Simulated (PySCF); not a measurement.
C3H8O2Si, SMILES O=C[SiH2]COC. Coordinates come from a B3LYP-D3(BJ)/def2-SVP optimisation. This is a generated structure with no PubChem entry under its InChIKey; it may be hypothetical. One conformer was computed; it need not be the lowest.

Computed equilibrium geometry at B3LYP-D3(BJ)/def2-SVP (PySCF confirms it by a frequency run) as a Z-matrix (one conformer of several):
```
C
H 1 1.1109
H 1 1.1119 2 106.13
O 1 1.4130 2 111.68 3 121.52
C 4 1.4046 1 114.06 2 -58.85
H 5 1.0996 4 107.87 1 -179.88
H 5 1.1085 6 108.78 4 121.29
H 5 1.1087 6 108.78 7 117.38
Si 1 1.8996 2 111.69 3 -120.35
H 9 1.4899 1 111.31 2 66.05
H 9 1.4903 10 109.84 1 122.48
C 9 1.9366 10 109.42 11 118.37
O 12 1.2100 9 122.31 10 -39.68
H 12 1.1274 13 120.35 9 179.11
```
